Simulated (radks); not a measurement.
Numerical settings for the niobium ion Nb+, [Kr] 4d4. Method: Dirac Kohn-Sham, PBEsol, spin-unpolarised, spherical densities, point nucleus; open shells fill j = l - 1/2 first; computed with a radial shooting solver on a logarithmic mesh with Libxc functionals. The defaults (mesh step 0.008 in ln r, mesh end at 40 bohr or more with all orbitals vanishing there, Anderson mixing 0.5 over 9 steps, residual threshold near 1e-9 with the energy settled to 1e-9 hartree or 1e-11 of itself, here a cap of 93 iterations) give E = -3817.7656 hartree and 4d3/2 at -9.328 eV in 14 iterations. Times are rough (one thread of a shared host). Changes against that run (0 stands for a change within the tolerance of the run):

setting,iterations,converged,E (mhartree),e(4d3/2) (meV),CPU (s)
mesh step in ln r 0.02,14,yes,0,0,0.06
mesh step in ln r 0.12,2,no,diverged,-,0.02
mesh step in ln r 0.005,14,yes,0,0,0.21
mesh end (bohr) 2,14,level above zero,+8.46e+03,+5.78e+04,0.1
mesh end (bohr) 3,13,level above zero,+983,+1.31e+04,0.1
residual threshold 1e-13,22,yes,0,0,0.17
residual threshold 0.1,9,yes,0,+1.21,0.1
mixing 1,12,yes,0,0,0.12
"linear mixing, mixing 0.5",30,yes,0,0,0.21
"linear mixing, mixing 0.2",87,yes,0,0,0.53
mixing history 20,20,yes,0,0,0.17
iteration cap 2,2,no,+502,-9.75e+03,0.03

Settled on a wrong energy, with an occupied level pushed above zero by the early mesh end: mesh end (bohr) 2 (+8.46 hartree); mesh end (bohr) 3 (+0.983 hartree). Apart from these: no run marked as converged misses the energy by more than 1 mhartree. A mesh that ends early acts as a hard wall.
